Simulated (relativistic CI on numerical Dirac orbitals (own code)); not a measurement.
Pt62+: sensitivity of the levels to the model

Base calculation: Dirac-Coulomb-Breit CI, KLI orbitals optimised for each configuration, model QED (radiative potential, 1s self-energy scaled to tabulated hydrogen-like ionisation energies), unscaled Slater integrals.

Configuration list (outside the closed core [Ne]): 3s2.3p4, 3s2.3p3.3d, 3s.3p5, 3p6, 3s.3p4.3d, 3s.3p3.3d2, 3p5.3d, 3s2.3p2.3d.4p, 3s.3p3.3d.4s, 3s2.3p3.4s, 3p5.4s, 3p5.4p, 3s2.3p2.3d2, 3s2.3p.3d3, 3s.3p2.3d3, 3s2.3p.3d2.4s, 3p4.3d2, 3p3.3d3, 3p3.3d2.4s, 3s2.3p2.3d.4s, 3s.3p2.3d2.4s, 3s2.3p.3d.4s2. Double excitations out of closed p, d and f shells are left out; levels of such configurations are missing from the list, as are those of other unlisted configurations, and high levels can miss mixing partners.

The lowest level and the first level of each name with at least 55 % of one term (blank where a level has no safe partner in the second run):

```csv
Level,Base (eV),Shift (eV)
3s2.3p4 3P_2,0.000,0.000
3s2.3p4 1S_0,21.407,+0.001
3s2.3p3.3d 3P°_0,260.787,+0.424
3s2.3p4 3P_1,448.688,+0.003
3s2.3p4 1D_2,458.934,+0.003
3s2.3p2.3d2 3P_0,541.118,+0.732
3s.3p5 3P°_2,648.693,+0.251
3s2.3p3.3d 3G°_5,808.911,+0.425
3s2.3p4 3P_0,914.681,+0.060
```

At this charge energies of transitions that change n are usually good to better than 1 %, and those within a shell (Δn = 0) to a few per cent.

(1) One thing was changed in a second run, which moved the levels as shown. Which?
A. Breit term removed
B. configuration mixing switched off
C. P86 correlation estimate
D. non-relativistic limit
E. QED terms removed

Results:

(1) C. P86 correlation estimate. A correlation estimate moves all levels of a configuration together before mixing; mixed levels move by a weighted share.

LS names give the leading component of a level, which can be under half, so a name can repeat, a term be missing and a line seem to break the LS rules.
